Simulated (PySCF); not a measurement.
AlBH$_{4}$NSi, AlB$_{2}$H$_{4}$, Al$_{2}$BH$_{4}$O, B$_{2}$FH$_{5}$N and others (calculated)

All values are calculated (PySCF 2.14.0). Calculation on a computer-drawn molecule: the log of a Hartree-Fock and frozen-core CCSD(T) single point meant for a local Hartree-Fock minimum, with one planted fault or none, to be diagnosed. Offsets are logged minus clean, where the clean run is the same molecule without the fault. The reference is restricted for singlets and unrestricted otherwise, and also for a bond in bohr or an excited solution. Adding or removing an electron swaps singlet and doublet. The excited solution moves the top pair (singlet) or top alpha electron (doublet) to the lowest empty orbital. Highest occupied and lowest empty are orbital energies over both spins, largest force is the largest gradient component, triples share is (T) over the correlation energy, the T1 limit is 0.02 restricted and 0.045 unrestricted, electrons count all cores, a negative frequency is imaginary (commonest isotopes), and the dipole is about the centre of nuclear charge.

Common to all runs: logged SCF converged yes; possible faults no fault, one electron removed, one electron added, multiplicity raised by two, geometry at a saddle point, SCF held on an excited solution, minimal basis STO-3G, one bond length entered in bohr, all coordinates scaled.

```json
{"entry": 1, "formula": "AlBH4NSi", "logged_structure": {"atoms_angstrom": [["B", 1.5523, 0.1826, -2.2342], ["Al", 0.5545, -1.1873, -0.9429], ["N", -1.1237, -1.278, -0.4426], ["Si", -2.5971, -1.4384, 0.0567], ["H", 1.7356, -0.0829, -3.3946], ["H", 2.1486, 1.1297, -1.7894], ["H", -3.6298, -2.2411, -0.6239], ["H", -3.1425, -0.8099, 1.2738]]}, "given": {"meant_charge": 0, "meant_multiplicity": 2, "meant_basis": "cc-pV(D+d)Z", "logged_electrons": 43, "logged_basis_functions": 94, "logged_spin_squared": 0.7831, "logged_highest_occupied [eV]": -3.5122, "logged_lowest_empty [eV]": -1.624, "logged_largest_force [hartree/bohr]": 0.13047, "logged_dipole_magnitude [debye]": 4.832, "logged_SCF_stable_within_its_kind": "no", "logged_energy_HF [hartree]": -612.15106, "drawn_bonds_atom": [1, 2, 3, 1, 1, 4, 4], "drawn_bonds_other_atom": [2, 3, 4, 5, 6, 7, 8], "drawn_bonds_order": [1, 2, 1, 1, 1, 1, 1]}, "results": {"planted_fault": "SCF held on an excited solution", "HF_energy_offset_from_clean_run [kcal/mol]": 68.55}, "notes": ["coupled-cluster numbers left out as unreliable"]}
{"entry": 2, "formula": "AlBH4NSi", "logged_structure": {"atoms_angstrom": [["B", 1.5523, 0.1826, -2.2342], ["Al", 0.5545, -1.1873, -0.9429], ["N", -1.1237, -1.278, -0.4426], ["Si", -2.5971, -1.4384, 0.0567], ["H", 1.7356, -0.0829, -3.3946], ["H", 2.1486, 1.1297, -1.7894], ["H", -3.6298, -2.2411, -0.6239], ["H", -3.1425, -0.8099, 1.2738]]}, "given": {"meant_charge": 0, "meant_multiplicity": 2, "meant_basis": "cc-pV(D+d)Z", "logged_electrons": 42, "logged_basis_functions": 94, "logged_spin_squared": 0.0, "logged_highest_occupied [eV]": -15.052, "logged_lowest_empty [eV]": -5.1874, "logged_largest_force [hartree/bohr]": 0.063773, "logged_T1_diagnostic": 0.018428, "logged_D1_diagnostic": 0.049252, "logged_triples_share": 0.033359, "logged_CC_converged": "yes", "logged_dipole_magnitude [debye]": 3.016, "logged_SCF_stable_within_its_kind": "yes", "logged_energy_HF [hartree]": -612.04024, "logged_energy_CCSD(T) [hartree]": -612.46961, "drawn_bonds_atom": [1, 2, 3, 1, 1, 4, 4], "drawn_bonds_other_atom": [2, 3, 4, 5, 6, 7, 8], "drawn_bonds_order": [1, 2, 1, 1, 1, 1, 1]}, "results": {"planted_fault": "one electron removed", "HF_energy_offset_from_clean_run [kcal/mol]": 138.1, "CCSD(T)_energy_offset_from_clean_run [kcal/mol]": 147.8}}
{"entry": 3, "formula": "AlB2H4", "logged_structure": {"atoms_angstrom": [["B", -3.1685, -1.4652, -0.4504], ["Al", -1.4792, -2.4285, 0.3902], ["B", 0.5921, -2.6727, 0.0186], ["H", -3.5007, -0.3605, -0.1079], ["H", -3.8962, -2.0303, -1.2245], ["H", 1.4116, -1.9373, 0.5041], ["H", 1.014, -3.6072, -0.6114]]}, "given": {"meant_charge": 0, "meant_multiplicity": 2, "meant_basis": "cc-pV(D+d)Z", "logged_electrons": 28, "logged_basis_functions": 71, "logged_spin_squared": 0.0, "logged_highest_occupied [eV]": -0.58382, "logged_lowest_empty [eV]": 6.0054, "logged_largest_force [hartree/bohr]": 0.021533, "logged_T1_diagnostic": 0.042213, "logged_D1_diagnostic": 0.1412, "logged_triples_share": 0.046625, "logged_CC_converged": "yes", "logged_dipole_magnitude [debye]": 0.90982, "logged_SCF_stable_within_its_kind": "yes", "logged_energy_HF [hartree]": -293.51102, "logged_energy_CCSD(T) [hartree]": -293.8295, "drawn_bonds_atom": [1, 2, 1, 1, 3, 3], "drawn_bonds_other_atom": [2, 3, 4, 5, 6, 7], "drawn_bonds_order": [1, 1, 1, 1, 1, 1]}, "results": {"planted_fault": "one electron added", "HF_energy_offset_from_clean_run [kcal/mol]": 1.007, "CCSD(T)_energy_offset_from_clean_run [kcal/mol]": -30.74}, "notes": ["T1 above single-reference limit"]}
{"entry": 4, "formula": "AlB2H4", "logged_structure": {"atoms_angstrom": [["B", -3.2857, -1.5194, -0.4671], ["Al", -1.5339, -2.5183, 0.4047], ["B", 0.614, -2.7716, 0.0193], ["H", -3.6302, -0.3739, -0.1119], ["H", -4.0403, -2.1054, -1.2698], ["H", 1.4638, -2.009, 0.5227], ["H", 1.0515, -3.7407, -0.634]]}, "given": {"meant_charge": 0, "meant_multiplicity": 2, "meant_basis": "cc-pV(D+d)Z", "logged_electrons": 27, "logged_basis_functions": 71, "logged_spin_squared": 0.8121, "logged_highest_occupied [eV]": -7.2607, "logged_lowest_empty [eV]": 0.4832, "logged_largest_force [hartree/bohr]": 0.018189, "logged_T1_diagnostic": 0.033164, "logged_D1_diagnostic": 0.13092, "logged_triples_share": 0.029616, "logged_CC_converged": "yes", "logged_dipole_magnitude [debye]": 0.051216, "logged_SCF_stable_within_its_kind": "yes", "logged_energy_HF [hartree]": -293.50698, "logged_energy_CCSD(T) [hartree]": -293.77566, "drawn_bonds_atom": [1, 2, 1, 1, 3, 3], "drawn_bonds_other_atom": [2, 3, 4, 5, 6, 7], "drawn_bonds_order": [1, 1, 1, 1, 1, 1]}, "results": {"planted_fault": "all coordinates scaled, by +3.7 %", "HF_energy_offset_from_clean_run [kcal/mol]": 3.543, "CCSD(T)_energy_offset_from_clean_run [kcal/mol]": 3.05}}
{"entry": 5, "formula": "Al2BH4O", "logged_structure": {"atoms_angstrom": [["B", -1.288, -0.4537, -2.978], ["Al", -1.5986, -1.2657, -1.0153], ["O", -0.9667, -0.6911, 0.4401], ["Al", -0.3507, -0.1419, 1.9068], ["H", -0.4437, -0.9084, -3.7047], ["H", -2.0903, 0.2988, -3.4658], ["H", -1.9053, 1.8634, 3.4682], ["H", 1.0326, -0.7029, 2.4139]]}, "given": {"meant_charge": 0, "meant_multiplicity": 2, "meant_basis": "cc-pV(D+d)Z", "logged_electrons": 43, "logged_basis_functions": 94, "logged_spin_squared": 1.6149, "logged_highest_occupied [eV]": -7.5271, "logged_lowest_empty [eV]": 1.1948, "logged_largest_force [hartree/bohr]": 0.0086121, "logged_T1_diagnostic": 0.062133, "logged_D1_diagnostic": 0.26346, "logged_triples_share": 0.030737, "logged_CC_converged": "yes", "logged_dipole_magnitude [debye]": 0.35391, "logged_SCF_stable_within_its_kind": "yes", "logged_energy_HF [hartree]": -585.66172, "logged_energy_CCSD(T) [hartree]": -586.07913, "drawn_bonds_atom": [1, 2, 3, 1, 1, 4, 4], "drawn_bonds_other_atom": [2, 3, 4, 5, 6, 7, 8], "drawn_bonds_order": [1, 1, 1, 1, 1, 1, 1]}, "results": {"planted_fault": "one bond length entered in bohr, row 6 of the drawn bonds", "HF_energy_offset_from_clean_run [kcal/mol]": 63.38, "CCSD(T)_energy_offset_from_clean_run [kcal/mol]": 68.61}, "notes": ["T1 above single-reference limit"]}
{"entry": 6, "formula": "B2FH5N", "logged_structure": {"atoms_angstrom": [["B", -1.5305, 1.0411, -2.1326], ["B", -0.8366, 1.0808, -0.5554], ["N", -0.4688, -0.0439, 0.2451], ["F", -0.5488, 2.2625, 0.1351], ["H", -2.6409, 1.6131, -2.1241], ["H", -0.7886, 1.639, -2.94], ["H", -1.6848, -0.1403, -2.5201], ["H", -0.0691, 0.0347, 1.1552], ["H", -0.6021, -0.9713, -0.0869]]}, "given": {"meant_charge": -1, "meant_multiplicity": 1, "meant_basis": "aug-cc-pVDZ", "logged_electrons": 32, "logged_basis_functions": 137, "logged_spin_squared": 0.0, "logged_highest_occupied [eV]": -4.8361, "logged_lowest_empty [eV]": 3.6679, "logged_largest_force [hartree/bohr]": 2.2974e-05, "logged_lowest_frequency [cm^-1]": 103.45, "logged_T1_diagnostic": 0.014317, "logged_D1_diagnostic": 0.042999, "logged_triples_share": 0.029202, "logged_CC_converged": "yes", "logged_dipole_magnitude [debye]": 7.2336, "logged_SCF_stable_within_its_kind": "yes", "logged_energy_HF [hartree]": -206.27802, "logged_energy_CCSD(T) [hartree]": -206.93334, "drawn_bonds_atom": [1, 2, 2, 1, 1, 1, 3, 3], "drawn_bonds_other_atom": [2, 3, 4, 5, 6, 7, 8, 9], "drawn_bonds_order": [1, 1, 1, 1, 1, 1, 1, 1]}, "results": {"planted_fault": "no fault", "HF_energy_offset_from_clean_run [kcal/mol]": 0.0, "CCSD(T)_energy_offset_from_clean_run [kcal/mol]": 0.0}}
{"entry": 7, "formula": "B2FH4", "logged_structure": {"atoms_angstrom": [["B", -1.3664, 1.5989, 2.245], ["B", -1.4852, 0.8881, 3.7946], ["F", -1.8011, 1.5502, 4.969], ["H", -2.0606, 0.932, 1.446], ["H", -1.6906, 2.7989, 2.2021], ["H", 0.8936, 1.3527, 1.5716], ["H", -1.2815, -0.2979, 4.0589]]}, "given": {"meant_charge": -1, "meant_multiplicity": 1, "meant_basis": "aug-cc-pVDZ", "logged_electrons": 24, "logged_basis_functions": 105, "logged_spin_squared": 0.2724, "logged_highest_occupied [eV]": -2.4109, "logged_lowest_empty [eV]": 3.797, "logged_largest_force [hartree/bohr]": 0.02499, "logged_T1_diagnostic": 0.045901, "logged_D1_diagnostic": 0.22878, "logged_triples_share": 0.030367, "logged_CC_converged": "yes", "logged_dipole_magnitude [debye]": 7.3723, "logged_SCF_stable_within_its_kind": "yes", "logged_energy_HF [hartree]": -151.08864, "logged_energy_CCSD(T) [hartree]": -151.55641, "drawn_bonds_atom": [1, 2, 1, 1, 1, 2], "drawn_bonds_other_atom": [2, 3, 4, 5, 6, 7], "drawn_bonds_order": [1, 1, 1, 1, 1, 1]}, "results": {"planted_fault": "one bond length entered in bohr, row 5 of the drawn bonds", "HF_energy_offset_from_clean_run [kcal/mol]": 53.17, "CCSD(T)_energy_offset_from_clean_run [kcal/mol]": 53.16}, "notes": ["T1 above single-reference limit"]}
{"entry": 8, "formula": "CH6BSi", "logged_structure": {"atoms_angstrom": [["B", 0.3601, -1.9311, -1.1674], ["C", -0.7595, -1.3639, -2.2291], ["Si", -2.3222, -0.7263, -1.9285], ["H", 1.4078, -1.2651, -1.2905], ["H", -0.0469, -1.8587, 0.0053], ["H", 0.6197, -3.1182, -1.4495], ["H", -0.4904, -1.3868, -3.2875], ["H", -2.9334, -0.5822, -0.5888], ["H", -3.2421, -0.2438, -2.9929]]}, "given": {"meant_charge": -1, "meant_multiplicity": 1, "meant_basis": "aug-cc-pV(D+d)Z", "logged_electrons": 31, "logged_basis_functions": 132, "logged_spin_squared": 0.7595, "logged_highest_occupied [eV]": -9.7713, "logged_lowest_empty [eV]": -1.2487, "logged_largest_force [hartree/bohr]": 0.043868, "logged_T1_diagnostic": 0.036923, "logged_D1_diagnostic": 0.20059, "logged_triples_share": 0.03553, "logged_CC_converged": "yes", "logged_dipole_magnitude [debye]": 7.361, "logged_SCF_stable_within_its_kind": "yes", "logged_energy_HF [hartree]": -354.83821, "logged_energy_CCSD(T) [hartree]": -355.24291, "drawn_bonds_atom": [1, 2, 1, 1, 1, 2, 3, 3], "drawn_bonds_other_atom": [2, 3, 4, 5, 6, 7, 8, 9], "drawn_bonds_order": [1, 2, 1, 1, 1, 1, 1, 1]}, "results": {"planted_fault": "one electron removed", "HF_energy_offset_from_clean_run [kcal/mol]": 45.46, "CCSD(T)_energy_offset_from_clean_run [kcal/mol]": 73.89}}
```
